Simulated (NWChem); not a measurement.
BeBrF; SMILES [F][Be][Br]

Computed with NWChem. Pople sets run with spherical d functions. Coordinates come from a PBE0/def2-SVP optimisation. B3LYP is NWChem's, with the RPA form of VWN correlation.

For level BLYP/6-31G*:

```
Quantity                     Value
---------------------------  -----
highest occupied level (eV)  -7.43
orbital gap (eV)              6.76
```

**Question.** How do the values read with level B3LYP/6-31G* instead?

**Answer.** 
* **highest occupied level (eV)**: -8.66
* **orbital gap (eV)**: 8.51
